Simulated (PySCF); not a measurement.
# How methods differ on the excitation energy of Eu⁺

Eu⁺ [Xe] 4f7 6s1 (9S) → Eu⁺ [Xe] 4f8 (7F), as a difference of total energies. Computed with PySCF 2.14 in x2c-TZVPPall (11s7p7d4f2g, 113 functions), with the spin-free X2C one-electron Hamiltonian (Gaussian nucleus). Correlated levels: valence: [Kr] 4d10 frozen; valence and next inner shell: [Ar] 3d10 frozen. The calculations carry no spin-orbit coupling.

```
                                method  excitation energy (eV)
                                   UHF                  10.988
                                   PBE                   5.779
                                  PBE0                   6.804
                         MP2 (valence)                   7.175
                     SCS-MP2 (valence)                   7.195
    MP2 (valence and next inner shell)                   6.689
SCS-MP2 (valence and next inner shell)                   6.954
```

How much does correlation contribute at MP2 (valence and next inner shell)?

6.689 − (10.988) = -4.299 eV, measured against UHF.

A first-order spin-orbit estimate (lowest level to lowest level, LS coupling) adds -0.251 eV.

In the upper state the promoted electron has a positive orbital energy at PBE, so the basis confines it.
